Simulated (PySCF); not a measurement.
SMILES CC[Si@H]1OC[C@@H]1CF, C5H11FOSi

Geometry:
| atom | x (Å) | y (Å) | z (Å) |
| --- | --- | --- | --- |
| C1 | -2.731 | -0.804 | 0.191 |
| C2 | -1.976 | 0.338 | -0.478 |
| Si3 | -0.156 | -0.075 | -0.797 |
| O4 | 0.679 | 1.129 | -1.573 |
| C5 | 1.698 | 1.293 | -0.586 |
| C6 | 1.155 | 0.394 | 0.530 |
| C7 | 2.117 | -0.655 | 1.034 |
| F8 | 2.498 | -1.501 | 0.015 |
| H9 | -2.290 | -1.049 | 1.153 |
| H10 | -3.774 | -0.535 | 0.352 |
| H11 | -2.701 | -1.693 | -0.432 |
| H12 | -2.449 | 0.562 | -1.434 |
| H13 | -2.067 | 1.239 | 0.130 |
| H14 | 0.064 | -1.389 | -1.397 |
| H15 | 1.785 | 2.350 | -0.333 |
| H16 | 2.645 | 0.933 | -0.991 |
| H17 | 0.799 | 0.972 | 1.382 |
| H18 | 3.042 | -0.213 | 1.425 |
| H19 | 1.653 | -1.286 | 1.800 |

Level of theory: PySCF, TDDFT PBE0/def2-SVPD circular dichroism and optical rotation, one conformer, gas phase. Geometry: GFN2-xTB.

The molecule is flexible and this is one conformer; a measurement averages over conformers. States above about 7.7 eV (minus the energy of the highest occupied orbital) lie near or above the ionisation threshold and depend on the basis.

(1) Draw the ECD and absorption spectra from the lowest 12 states, each a Gaussian of half-width 0.35 eV at 1/e height.

Answers

(1) 
| E (eV) | λ (nm) | Δε (L mol⁻¹ cm⁻¹) | ε (L mol⁻¹ cm⁻¹) |
| --- | --- | --- | --- |
| 5.78 | 214 | -1.69 | 26.9 |
| 5.93 | 209 | -4.87 | 96.1 |
| 6.08 | 204 | -9.84 | 273 |
| 6.23 | 199 | -14.24 | 622 |
| 6.38 | 194 | -15.18 | 1100 |
| 6.53 | 190 | -12.48 | 1450 |
| 6.68 | 186 | -8.45 | 1410 |
| 6.83 | 181 | -5.55 | 1130 |
| 6.98 | 178 | -4.98 | 1080 |
| 7.13 | 174 | -5.83 | 1510 |
| 7.28 | 170 | -5.57 | 2170 |
| 7.43 | 167 | -2.91 | 2660 |
| 7.58 | 164 | +0.09 | 2940 |
| 7.73 | 160 | +0.12 | 3420 |
| 7.88 | 157 | -4.09 | 4270 |
| 8.03 | 154 | -10.23 | 4930 |

Δε uses R in velocity form, ε uses f in length form. Only the states computed contribute, so the short-wavelength end is incomplete.
